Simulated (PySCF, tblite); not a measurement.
Isomers of C8H9F, one GFN2-xTB conformer each. Single-point energies are computed at PBE0/pcSseg-1 (PySCF, gas phase, no added dispersion term), electronic only.

Question: Rank them by PBE0/pcSseg-1 energy, lowest first (kcal/mol).
A. `[CH2:1]=[C:2]([F:3])[C:4](=[CH2:5])[C:6]#[C:7][CH2:8][CH3:9]` with C1–C2–C4–C5 180°
B. `[CH3:1][C:2]1=[CH:3][C@@H:4]2[CH:5]=[C:6]([CH2:7][F:8])[C@H:9]12` with C5–C6–C7–F8 2°

Answer: A (0.0), B (6.8).

As drawn, the lower has a C≡C bond, which the higher lacks; the higher has a four-membered ring, which the lower lacks. GFN2-xTB itself gives, in the same order: 5.2, 0.0. GFN2-xTB puts CC1=C[C@@H]2C=C(CF)[C@H]12 lowest instead.

Q: Which frontier levels, dipoles and rotational constants go with these structures?

A: 
```csv
SMILES,"HOMO (eV, PBE0/pcSseg-1)",LUMO (eV),dipole (D),"A, B, C (MHz)"
C=C(F)C(=C)C#CCC,-6.79,-1.31,2.35,"3357, 778.1, 636.7"
CC1=C[C@@H]2C=C(CF)[C@H]12,-6.73,-0.20,2.06,"2962, 1167, 939.4"
```

Q: What happens when harmonic zero-point energies from GFN2-xTB frequencies are added?

A: 
```csv
SMILES,ZPE (kcal/mol),electronic (kcal/mol),with ZPE (kcal/mol)
C=C(F)C(=C)C#CCC,88.0,0.0,0.0
CC1=C[C@@H]2C=C(CF)[C@H]12,89.7,6.8,8.4
```

The zero-point energies span 1.7 kcal/mol. The order is unchanged.
